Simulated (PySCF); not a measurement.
# Where the electron goes

Compound: diethyl sulfone, C4H10O2S.
Cartesian coordinates in Å at the GFN2-xTB level; atoms count from 1:
```
atom  x, y, z in Å
C1     2.699    0.081    0.221
C2     1.411   -0.645   -0.097
S3     0.028    0.447    0.396
O4     0.077    0.628    1.822
O5     0.065    1.627   -0.424
C6    -1.484   -0.497   -0.015
C7    -2.672    0.356    0.372
H8     2.734    0.304    1.285
H9     2.728    1.021   -0.326
H10    3.567   -0.517   -0.049
H11    1.302   -1.563    0.473
H12    1.294   -0.835   -1.160
H13   -1.449   -0.694   -1.083
H14   -1.437   -1.423    0.550
H15   -2.627    0.579    1.435
H16   -2.635    1.295   -0.176
H17   -3.610   -0.150    0.151
```

Computed with TDDFT CAM-B3LYP/def2-SVPD, vertical, gas phase, core orbitals frozen in the response (PySCF).

Kohn–Sham orbitals with the atoms that hold most of them (Löwdin shares over 4%, at most four atoms; ? is withheld):

```json
{"orbital": "HOMO-3", "ε (eV)": "-10.76", "atoms": "O4 32%, O5 32%, S3 15%, C6 5%"}
{"orbital": "HOMO-2", "ε (eV)": "-10.67", "atoms": "O4 41%, O5 41%, S3 10%"}
{"orbital": "HOMO-1", "ε (eV)": "-10.03", "atoms": "O5 43%, O4 43%, S3 6%"}
{"orbital": "HOMO", "ε (eV)": "-9.59", "atoms": "?"}
{"orbital": "LUMO", "ε (eV)": "?", "atoms": "?"}
{"orbital": "LUMO+1", "ε (eV)": "1.57", "atoms": "S3 25%, C7 9%, C1 9%, H17 8%"}
{"orbital": "LUMO+2", "ε (eV)": "1.58", "atoms": "S3 32%, C1 8%, C7 8%, O4 4%"}
```

Q: Give the leading atoms of the LUMO.

A: S3 (bonded to 2 C and 2 O) 29%; H14 (bonded to C) 8%; H11 (bonded to C) 8%; H13 (bonded to C) 8%. By element: sulfur 29%, hydrogen 23% or more.

Q: Which atoms hold the HOMO, and with what shares?

A: O5 (bonded to S) 23%; O4 (bonded to S) 23%; C2 (bonded to C, S and 2 H) 14%; C6 (bonded to C, S and 2 H) 14%. By element: oxygen 46%, carbon 29% or more.

Q: What is the LUMO energy, and the HOMO–LUMO gap?

A: ε(LUMO) = 0.79 eV; the gap is 10.37 eV (0.3812 hartree).

Q: How does S1 compare with the orbital gap of 10.37 eV?

A: S1 is at 7.57 eV (f = 0.0070), 2.80 eV below the gap, made of HOMO→LUMO (92%). Without the coupling terms of the response equations the lowest excitation would equal the gap.

Q: One configuration dominates each of S1 and S2. Which, and how do the shares of the two leading atoms of either orbital change from the occupied to the empty one?

A: 
- S1 (7.57 eV, f 0.0070), HOMO→LUMO (92%): O5 23% → at most 8%, O4 23% → at most 8%, S3 at most 15% → 29%, H14 at most 15% → 8%
- S2 (8.09 eV, f 0.014), HOMO-1→LUMO (86%): O5 43% → at most 8%, O4 43% → at most 8%, S3 6% → 29%, H14 at most 4% → 8%

Löwdin shares depend on the basis, the more so with diffuse functions.

One conformer stands for the species.
